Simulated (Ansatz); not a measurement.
Start from `O[SiH](O)C[SiH2]Cl` and change one atom or group to get `O[SiH](O)CCl`.

Ansatz, PBE0-D4/def2-TZVP geometries, multiplicity 1. Each molecule was computed in one conformer, which needn't be the lowest.

| property | `O[SiH](O)C[SiH2]Cl` |
| --- | --- |
| HOMO energy (B3LYP/def2-TZVPP) / eV | -8.29 |
| HOMO–LUMO gap (PBE/def2-TZVPP) / eV | 6.44 |
| LUMO energy (PBE/def2-TZVPP) / eV | -0.69 |
| HOMO–LUMO gap (PBE0/def2-TZVPP) / eV | 8.70 |
| HOMO energy (PBE0/def2-TZVPP) / eV | -8.50 |
| HOMO–LUMO gap (B3LYP/def2-TZVPP) / eV | 8.27 |

(1) Give the same properties after the change, and the shifts. (Estimate.)

Results:

(1) The calculation gave: 
```tsv
property	`O[SiH](O)CCl`	shift
HOMO energy (B3LYP/def2-TZVPP) / eV	-7.83	0.46
HOMO–LUMO gap (PBE/def2-TZVPP) / eV	5.73	-0.71
LUMO energy (PBE/def2-TZVPP) / eV	-0.92	-0.23
HOMO–LUMO gap (PBE0/def2-TZVPP) / eV	8.16	-0.54
HOMO energy (PBE0/def2-TZVPP) / eV	-8.05	0.45
HOMO–LUMO gap (B3LYP/def2-TZVPP) / eV	7.65	-0.62
```

With PBE0 the HOMO rises by 0.45 eV and the LUMO falls by 0.08 eV, so the gap narrows by about 0.53 eV. PBE moves the HOMO by 0.48 eV and ωB97M-V by 0.40 eV.

B3LYP here is the variant with VWN-RPA as its local correlation; programs differ in this.
